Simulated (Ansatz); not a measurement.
Reaction (substitution at a C–C bond): `C=CC[NH][GeH3]` + H₂S → `SC[NH][GeH3]` + `C=C`

Program: Ansatz. Geometries: PBE0-D4/def2-TZVP. ΔE: electronic, gas phase. CCSD(T)/CBS adds triple-zeta CCSD(T) − MP2 to the extrapolated MP2 energy (def2 sets, frozen cores). This one scheme is used for every species. For Ge outer-core shells are correlated without core-valence functions, which leaves a few kJ/mol of doubt a bond. Scalar relativity is left out up to krypton. Each species was taken in one conformer, which may not be the lowest.

`C=CC[NH][GeH3]`:

```xyz
14

C     0.894    1.860    1.738
C     0.859    1.327    0.525
C    -0.250    0.468    0.015
N     0.260   -0.823   -0.419
Ge   -0.842   -1.918   -1.404
H     1.722    2.476    2.067
H     0.085    1.703    2.446
H     1.685    1.483   -0.166
H    -0.706    0.956   -0.856
H    -1.037    0.400    0.783
H     0.731   -1.299    0.339
H    -2.171   -2.254   -0.685
H    -0.063   -3.212   -1.677
H    -1.167   -1.168   -2.706
```

H₂S:

Cartesian coordinates in Å:
```
S 0.253 0.454 -0.337
H -1.003 0.158 0.030
H 0.750 -0.612 0.307
```

`SC[NH][GeH3]`:

Z-matrix (Å, degrees):
```
C
N 1 1.427
S 1 1.843 2 117.8
H 1 1.093 2 110.7 3 -117.8
H 1 1.091 2 109.8 3 124.0
Ge 2 1.844 1 119.9 3 -76.7
H 2 1.011 1 111.8 3 60.1
H 3 1.343 1 96.9 2 69.4
H 6 1.536 2 106.0 1 -55.7
H 6 1.546 2 113.7 1 64.0
H 6 1.533 2 106.5 1 -175.1
```

`C=C`:

Cartesian coordinates in Å:
```
C -0.048 -0.178 -0.635
C 0.048 0.178 0.635
H -0.547 0.449 -1.366
H 0.369 -1.111 -0.998
H 0.547 -0.449 1.366
H -0.369 1.111 0.998
```

```tsv
species	HF/def2-QZVPP energy (Eh)
`C=CC[NH][GeH3]`	-2248.74772
H₂S	-398.71944
`SC[NH][GeH3]`	-2569.38936
`C=C`	-78.07027
```

Problem. Work out ΔE.

Solution. ΔE = (-2569.38936) + (-78.07027) − (-2248.74772) − (-398.71944) = 0.00753 Eh = +19.8 kJ/mol. CCSD(T)/CBS gives +14.7 kJ/mol.

Largest T1 diagnostic among the species: 0.011.

From PBE to PBE0 (25 % exact exchange), in def2-TZVPP and without D4, ΔE moves by +4.0 kJ/mol.
